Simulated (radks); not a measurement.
Removal energies from the lead ion Pb12+, [Xe] 4f14 5d2, by Delta-SCF beside the eigenvalue of the level emptied. All-electron calculation, scalar-relativistic Kohn-Sham, PBEsol, spin-polarised, spherical densities, finite nucleus; Fermi nuclear charge, rms radius of each element as measured or else 0.836 A^(1/3) + 0.57 fm. Program: a radial shooting solver on a logarithmic mesh with Libxc functionals. Open shells are filled with parallel spins first.

removed from,final configuration,Delta-SCF (eV),-eigenvalue (eV)
5d,[Xe] 4f14 5d1,223.51,213.24
5p,[Kr] 4d10 4f14 5s2 5p5 5d2,297.80,286.38
5s,[Kr] 4d10 4f14 5s1 5p6 5d2,362.14,349.64
4f,[Xe] 4f13 5d2,368.81,348.86
